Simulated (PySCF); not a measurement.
## C₆ coefficients of unlike pairs at UHF

Calculated with PySCF 2.14 from the dipole response of each species, C₆(A,B) = (3/π) ∫ α_A(iu) α_B(iu) du, in atomic units, from isotropic polarisabilities. For ions this is the dispersion term alone; charge-induced terms of lower order in 1/R come first.

```csv
species,configuration,basis,relativity,α (bohr³),C₆ (like pair)
B²⁺,[He] 2s1 (2S),aug-cc-pwCVTZ (7s6p4d2f),none,7.931,11.15
P⁺,[Ne] 3s2 3p2 (3P),dyall-acv3z (19s12p6d4f),spin-free X2C,14.41,74.63
Se,[Ar] 3d10 4s2 4p4 (3P),def2-TZVPPD (7s6p5d1f),none,25.19,207.6
Sb³⁺,[Kr] 4d10 5s2 (1S),aug-cc-pVQZ-DK3 (9s8p6d3f2g),spin-free X2C,12.12,56.74
```

Q: Estimate C₆ for Se with B²⁺.

A: The integral gives 46.11. The combination rule 2 C_A C_B / (C_A α_B/α_A + C_B α_A/α_B) gives 45.94 and the geometric mean 48.11.

No spin-orbit coupling is included.

The other pairs:

```csv
pair,C₆
"Sb³⁺, B²⁺",23.37
"Se, P⁺",124.4
"Sb³⁺, P⁺",64.60
"P⁺, B²⁺",27.36
"Sb³⁺, Se",107.5
```
